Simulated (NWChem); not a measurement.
System: GeSi₂H₈; SMILES [SiH3][GeH2][SiH3]

NWChem input:

```
start job
memory heap 200 mb stack 900 mb global 1100 mb
geometry units angstroms
  Ge     0.012946    -0.390234    -0.365426
  Si     1.958965     0.801414     0.158722
  Si    -1.990384     0.140969     0.723532
  H      0.282911    -1.876953    -0.217639
  H     -0.207967    -0.355232    -1.867026
  H      1.779379     2.216755    -0.173985
  H      2.211950     0.717131     1.599458
  H      3.151394     0.320000    -0.538066
  H     -3.109195    -0.726950     0.357282
  H     -2.369664     1.522916     0.419384
  H     -1.800058     0.046209     2.173229
end
basis spherical
  * library def2-svp
end
dft
  xc pbe0
  iterations 150
end
driver
  maxiter 120
end
task dft optimize
task dft freq
```

NWChem printed, in part:

```
             Northwest Computational Chemistry Package (NWChem) 7.3.0
             --------------------------------------------------------

 CS  symmetry detected

                             Geometry "geometry" -> ""
                             -------------------------

 Output coordinates in angstroms (scale by  1.889725989 to convert to a.u.)

  No.       Tag          Charge          X              Y              Z
 ---- ---------------- ---------- -------------- -------------- --------------
    1 Ge                  32.0000    -0.58660746    -0.00012748     0.00000000
    2 Si                  14.0000     0.59381736    -0.00004476    -2.02191465
    3 Si                  14.0000     0.59381736    -0.00004476     2.02191465
    4 H                    1.0000    -1.57720911     1.15042187     0.00000000
    5 H                    1.0000    -1.58162476    -1.14676200     0.00000000
    6 H                    1.0000     1.40378582    -1.21644725    -2.12415025
    7 H                    1.0000     1.51050551     1.14253077    -2.05399353
    8 H                    1.0000    -0.26259816     0.07475292    -3.20518045
    9 H                    1.0000    -0.26259816     0.07475292     3.20518045
   10 H                    1.0000     1.40378582    -1.21644725     2.12415025
   11 H                    1.0000     1.51050551     1.14253077     2.05399353

 Effective nuclear repulsion energy (a.u.)     335.8643250256

      Symmetry information
      --------------------

 Group name             Cs
 Group number              2
 Group order               2
 No. of unique centers     7

                                Z-matrix (autoz)
                                --------

 Units are Angstrom for bonds and degrees for angles

      Type          Name      I     J     K     L     M      Value
      ----------- --------  ----- ----- ----- ----- ----- ----------
    1 Stretch                  1     2                       2.34127
    2 Stretch                  1     3                       2.34127
    3 Stretch                  1     4                       1.51824
    4 Stretch                  1     5                       1.51817
    5 Stretch                  2     6                       1.46497
    6 Stretch                  2     7                       1.46520
    7 Stretch                  2     8                       1.46259
    8 Stretch                  3     9                       1.46259
    9 Stretch                  3    10                       1.46497
   10 Stretch                  3    11                       1.46520
   11 Bend                     1     2     6               109.81571
   12 Bend                     1     2     7               109.53425
   13 Bend                     1     2     8               113.79397
   14 Bend                     1     3     9               113.79397
   15 Bend                     1     3    10               109.81571
   16 Bend                     1     3    11               109.53425
   17 Bend                     2     1     3               119.44592
   18 Bend                     2     1     4               109.20414
   19 Bend                     2     1     5               109.29736
   20 Bend                     3     1     4               109.20414
   21 Bend                     3     1     5               109.29736
   22 Bend                     4     1     5                98.32163
   23 Bend                     6     2     7               107.46095
   24 Bend                     6     2     8               108.04409
   25 Bend                     7     2     8               107.98387
   26 Bend                     9     3    10               108.04409
   27 Bend                     9     3    11               107.98387
   28 Bend                    10     3    11               107.46095
   29 Torsion                  2     1     3     9         176.79342
   30 Torsion                  2     1     3    10         -61.96090
   31 Torsion                  2     1     3    11          55.83104
   32 Torsion                  3     1     2     6          61.96090
   33 Torsion                  3     1     2     7         -55.83104
   34 Torsion                  3     1     2     8        -176.79342
   35 Torsion                  4     1     2     6        -171.41065
   36 Torsion                  4     1     2     7          70.79741
   37 Torsion                  4     1     2     8         -50.16497
   38 Torsion                  4     1     3     9          50.16497
   39 Torsion                  4     1     3    10         171.41065
   40 Torsion                  4     1     3    11         -70.79741
   41 Torsion                  5     1     2     6         -64.89109
   42 Torsion                  5     1     2     7         177.31696
   43 Torsion                  5     1     2     8          56.35458
   44 Torsion                  5     1     3     9         -56.35458
   45 Torsion                  5     1     3    10          64.89109
   46 Torsion                  5     1     3    11        -177.31696

                           NWChem Geometry Optimization
                           ----------------------------

 maximum gradient threshold         (gmax) =   0.000450
 rms gradient threshold             (grms) =   0.000300
 maximum cartesian step threshold   (xmax) =   0.001800
 rms cartesian step threshold       (xrms) =   0.001200
 fixed trust radius                (trust) =   0.300000
 source of zmatrix                         =   autoz

          -------------------
          Energy Minimization
          -------------------

 Using diagonal initial Hessian
 Scaling for Hessian diagonals: bonds = 1.00  angles = 0.25  torsions = 0.10

          --------
          Step   0

                                 NWChem DFT Module
                                 -----------------

 Summary of "ao basis" -> "ao basis" (spherical)
 ------------------------------------------------------------------------------
       Tag                 Description            Shells   Functions and Types
 ---------------- ------------------------------  ------  ---------------------
 Ge                         def2-svp                12       32   5s4p3d
 Si                         def2-svp                 8       18   4s3p1d
 H                          def2-svp                 3        5   2s1p

      Symmetry analysis of basis
      --------------------------

        a'         63
        a"         45

            General Information
            -------------------
          SCF calculation type: DFT
          Wavefunction type:  closed shell.
          No. of atoms     :    11
          No. of electrons :    68
           Alpha electrons :    34
            Beta electrons :    34
          Charge           :     0
          Spin multiplicity:     1
          Use of symmetry is: on ; symmetry adaption is: on
          Maximum number of iterations: 150
          AO basis - number of functions:   108
                     number of shells:    52
          Convergence on energy requested:  1.00D-06
          Convergence on density requested:  1.00D-05
          Convergence on gradient requested:  5.00D-04

              XC Information
              --------------
                         PBE0 Method XC Functional
                     Hartree-Fock (Exact) Exchange  0.250
          PerdewBurkeErnzerhof Exchange Functional  0.750
            Perdew 1991 LDA Correlation Functional  1.000 local
           PerdewBurkeErnz. Correlation Functional  1.000 non-local

[...]

      ----------------------
      Optimization converged
      ----------------------

  Step       Energy      Delta E   Gmax     Grms     Xrms     Xmax
  ---- ---------------- -------- -------- -------- -------- --------
@   13   -2659.82842502 -7.9D-09  0.00000  0.00000  0.00040  0.00101
                                     ok       ok       ok       ok

                                Z-matrix (autoz)
                                --------

 Units are Angstrom for bonds and degrees for angles

      Type          Name      I     J     K     L     M      Value     Gradient
      ----------- --------  ----- ----- ----- ----- ----- ---------- ----------
    1 Stretch                  1     2                       2.38546    0.00000
    2 Stretch                  1     3                       2.38546    0.00000
    3 Stretch                  1     4                       1.54339   -0.00000
    4 Stretch                  1     5                       1.54340   -0.00000
    5 Stretch                  2     6                       1.49493    0.00000
    6 Stretch                  2     7                       1.49492    0.00000
    7 Stretch                  2     8                       1.49469   -0.00000
    8 Stretch                  3     9                       1.49469   -0.00000
    9 Stretch                  3    10                       1.49493    0.00000
   10 Stretch                  3    11                       1.49492    0.00000
   11 Bend                     1     2     6               109.73975    0.00000
   12 Bend                     1     2     7               109.73755   -0.00000
   13 Bend                     1     2     8               110.92221    0.00000
   14 Bend                     1     3     9               110.92221    0.00000
   15 Bend                     1     3    10               109.73975    0.00000
   16 Bend                     1     3    11               109.73755   -0.00000
   17 Bend                     2     1     3               111.03676    0.00000
   18 Bend                     2     1     4               109.53754   -0.00000
   19 Bend                     2     1     5               109.53951   -0.00000
   20 Bend                     3     1     4               109.53754   -0.00000
   21 Bend                     3     1     5               109.53951   -0.00000
   22 Bend                     4     1     5               107.58142    0.00000
   23 Bend                     6     2     7               108.67625    0.00000
   24 Bend                     6     2     8               108.86120   -0.00000
   25 Bend                     7     2     8               108.86131   -0.00000
   26 Bend                     9     3    10               108.86120   -0.00000
   27 Bend                     9     3    11               108.86131   -0.00000
   28 Bend                    10     3    11               108.67625    0.00000
   29 Torsion                  2     1     3     9         179.98541   -0.00000
   30 Torsion                  2     1     3    10         -59.69063   -0.00000
   31 Torsion                  2     1     3    11          59.66274   -0.00000
   32 Torsion                  3     1     2     6          59.69063    0.00000
   33 Torsion                  3     1     2     7         -59.66274    0.00000
   34 Torsion                  3     1     2     8        -179.98541    0.00000
   35 Torsion                  4     1     2     6        -179.19997    0.00000
   36 Torsion                  4     1     2     7          61.44666   -0.00000
   37 Torsion                  4     1     2     8         -58.87601    0.00000
   38 Torsion                  4     1     3     9          58.87601   -0.00000
   39 Torsion                  4     1     3    10         179.19997   -0.00000
   40 Torsion                  4     1     3    11         -61.44666    0.00000
   41 Torsion                  5     1     2     6         -61.42255    0.00000
   42 Torsion                  5     1     2     7         179.22408   -0.00000
   43 Torsion                  5     1     2     8          58.90141    0.00000
   44 Torsion                  5     1     3     9         -58.90141   -0.00000
   45 Torsion                  5     1     3    10          61.42255   -0.00000
   46 Torsion                  5     1     3    11        -179.22408    0.00000

                         Geometry "geometry" -> "geometry"
                         ---------------------------------

 Output coordinates in angstroms (scale by  1.889725989 to convert to a.u.)

[...]

 Rotational Constants
 --------------------
 A=   0.204519 cm-1  (  0.294251 K)
 B=   0.064385 cm-1  (  0.092633 K)
 C=   0.051694 cm-1  (  0.074374 K)

 Temperature                      =   298.15K
 frequency scaling parameter      =   1.0000

 Zero-Point correction to Energy  =   40.823 kcal/mol  (  0.065056 au)
 Thermal correction to Energy     =   45.740 kcal/mol  (  0.072892 au)
 Thermal correction to Enthalpy   =   46.333 kcal/mol  (  0.073836 au)

 Total Entropy                    =   87.576 cal/mol-K
   - Translational                =   40.659 cal/mol-K (mol. weight = 137.9384)
   - Rotational                   =   27.251 cal/mol-K (symmetry #  =        1)
   - Vibrational                  =   19.666 cal/mol-K

 Cv (constant volume heat capacity) =   26.986 cal/mol-K
   - Translational                  =    2.979 cal/mol-K
   - Rotational                     =    2.979 cal/mol-K
   - Vibrational                    =   21.027 cal/mol-K

[normal modes left out]

 ----------------------------------------------------------------------------
 Normal Eigenvalue ||           Projected Infra Red Intensities
  Mode   [cm**-1]  || [atomic units] [(debye/angs)**2] [(KM/mol)] [arbitrary]
 ------ ---------- || -------------- ----------------- ---------- -----------
    1       -0.000 ||    0.000000           0.000         0.000       0.000
    2       -0.000 ||    0.000000           0.000         0.000       0.000
    3        0.000 ||    0.000000           0.000         0.000       0.000
    4        0.000 ||    0.000000           0.000         0.000       0.000
    5        0.000 ||    0.000000           0.000         0.000       0.000
    6        0.000 ||    0.000000           0.000         0.000       0.000
    7       77.679 ||    0.000000           0.000         0.000       0.000
    8       83.029 ||    0.000952           0.022         0.928       0.192
    9       87.225 ||    0.000023           0.001         0.022       0.005
   10      297.957 ||    0.013857           0.320        13.509       2.792
   11      336.172 ||    0.000054           0.001         0.053       0.011
   12      367.983 ||    0.002092           0.048         2.039       0.422
   13      419.802 ||    0.000000           0.000         0.000       0.000
   14      440.127 ||    0.019955           0.460        19.453       4.021
   15      547.596 ||    0.003723           0.086         3.630       0.750
   16      561.362 ||    0.009602           0.222         9.361       1.935
   17      656.368 ||    0.200555           4.627       195.511      40.410
   18      687.342 ||    0.000000           0.000         0.000       0.000
   19      852.465 ||    0.138767           3.201       135.277      27.960
   20      857.010 ||    0.369968           8.535       360.663      74.544
   21      890.196 ||    0.053022           1.223        51.689      10.683
   22      934.040 ||    0.000000           0.000         0.000       0.000
   23      934.775 ||    0.035038           0.808        34.156       7.060
   24      937.938 ||    0.070083           1.617        68.321      14.121
   25      938.460 ||    0.051526           1.189        50.230      10.382
   26     2130.723 ||    0.085106           1.963        82.966      17.148
   27     2136.477 ||    0.084222           1.943        82.104      16.970
   28     2222.338 ||    0.104221           2.404       101.600      20.999
   29     2225.889 ||    0.026306           0.607        25.644       5.300
   30     2234.906 ||    0.000002           0.000         0.002       0.000
   31     2236.501 ||    0.068039           1.570        66.328      13.709
   32     2237.580 ||    0.118534           2.735       115.553      23.883
   33     2238.049 ||    0.182161           4.203       177.579      36.703
 ----------------------------------------------------------------------------
```

Level: PBE0/def2-SVP. The printed entropy takes a lower symmetry number than the molecule has.
